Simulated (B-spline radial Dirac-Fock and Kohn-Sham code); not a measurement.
Relativistic shifts of the levels of Sn³⁷⁺

System: the Sn³⁷⁺ ion, 1s2 2s2 2p6 3s2 3p1.

Both columns are ΔSCF binding energies of the configuration average from a radial B-spline solver: non-relativistic Hartree-Fock with a point nucleus, and Dirac-Fock with a finite nucleus and the Coulomb interaction alone, averaged over the two j levels with weights 2j+1.

```
shell  Hartree-Fock (eV)  Dirac-Fock (eV)  shift (eV)  shift (%)
   1s            30521.1          31579.2    +1058.13      +3.47
   2s             6352.1           6632.3     +280.28      +4.41
   2p             6087.8           6182.2      +94.44      +1.55
   3s             2525.6           2608.6      +83.02      +3.29
   3p             2449.6           2485.4      +35.82      +1.46
```

Relativity binds 1s, 2s, 2p, 3s, 3p more strongly, among those listed most of all 2s in relative terms.

Values without a named source are computed, but for edge energies of neutral atoms, which are taken from tables.
